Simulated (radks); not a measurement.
Problem. These are the eigenvalues of the occupied orbitals of an atom or ion with whole-number occupations (hartree). All-electron calculation, scalar-relativistic Kohn-Sham, BLYP, spin-polarised, spherical densities, point nucleus. Program: a radial shooting solver on a logarithmic mesh with Libxc functionals.

| orbital | eigenvalue |
|---|---|
| 1s down | -1779.719 |
| 1s up | -1779.718 |
| 2s up | -293.8717 |
| 2s down | -293.8703 |
| 2p up | -262.0317 |
| 2p down | -262.0307 |
| 3s up | -66.25585 |
| 3s down | -66.18442 |
| 3p up | -56.35012 |
| 3p down | -56.27910 |
| 3d up | -43.09760 |
| 3d down | -43.04281 |
| 4s up | -14.77127 |
| 4s down | -14.59976 |
| 4p up | -11.49969 |
| 4p down | -11.33014 |
| 4d up | -6.94004 |
| 4d down | -6.77406 |
| 5s up | -3.30110 |
| 5s down | -3.22147 |
| 5p up | -2.44488 |
| 5p down | -2.38517 |
| 4f up | -1.99131 |

Which element is it, and in what charge state? The configuration may be excited. Open shells, if any, are filled with parallel spins first.

Solution. Z = 63, europium, charge +4: Eu4+ in [Xe] 4f5. The list shows which subshells hold electrons but not how many an open one holds; the 1s level, -1779.7 hartree, gives Z - s = 59.7 by -(Z - s)^2/2, which with screening and relativity narrows Z to a few neighbours, and the depths of the outer levels then fix element, charge and occupations together.
